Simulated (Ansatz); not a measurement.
`[NH2][In]([F])[F]` + CH₃SH → `C[S][In]([F])[F]` + NH₃ at 400 K and 1 bar (ligand exchange at the In–N bond).

Program: Ansatz. Geometries: PBE0-D4/def2-TZVP. ΔE: electronic, gas phase. CCSD(T)/CBS is the MP2 limit (def2-TZVPP, def2-QZVPP) plus CCSD(T) − MP2 in def2-TZVPP, frozen cores. This one scheme is used for every species. Elements past krypton have def2 core potentials. For In outer-core shells are correlated without core-valence functions, which leaves a few kJ/mol of doubt a bond. One conformer a species, not always the lowest.

```
            species  CCSD(T)/CBS energy (Eh)  H − E (kJ/mol)  S (J/(mol·K))
`[NH2][In]([F])[F]`               -445.37255           103.0          362.4
              CH₃SH               -438.22835           138.7          269.4
 `C[S][In]([F])[F]`               -827.12092           146.2          422.7
                NH₃                -56.50880           104.2          203.1
```

H − E and S are ideal-gas, rigid-rotor, harmonic terms from PBE0-D4/def2-TZVP, for one conformer and one mirror image of each species. 1 Eh = 2625.50 kJ/mol, R = 8.31446 J/(mol·K).

By hand: ΔE, ΔH, ΔS and ΔG.

ΔE = (-827.12092) + (-56.50880) − (-445.37255) − (-438.22835) = -0.02882 Eh = -75.7 kJ/mol. Δ(H − E) = 146.2 + 104.2 − 103.0 − 138.7 = 8.7, so ΔH = -67.0 kJ/mol. ΔS = 422.7 + 203.1 − 362.4 − 269.4 = -6.0 J/(mol·K). ΔG = -67.0 − 400 × (-6.0)/1000 = -64.6 kJ/mol.

By hand: the equilibrium constant, and the temperature at which ΔG would vanish if ΔH and ΔS stayed fixed.

log₁₀ K = −ΔG/(RT ln 10) = 8.4. ΔG = 0 at ΔH/ΔS = 11167 K, far beyond where these terms or the molecules hold.

The number of gas molecules stays the same, so ΔS is small and ΔH decides. A doubt of 5 kJ/mol in ΔE shifts log₁₀ K by 0.7 here. Other conformers and mirror images would add mixing entropy, several J/(mol·K) or more a flexible species. Modes under 60 cm⁻¹, often nearly free rotors, make the harmonic entropy too high. These are equilibria of isolated gas molecules and say nothing of rates. Largest T1 diagnostic: 0.016 (customary marks: 0.02 for closed shells, 0.045 for open ones).
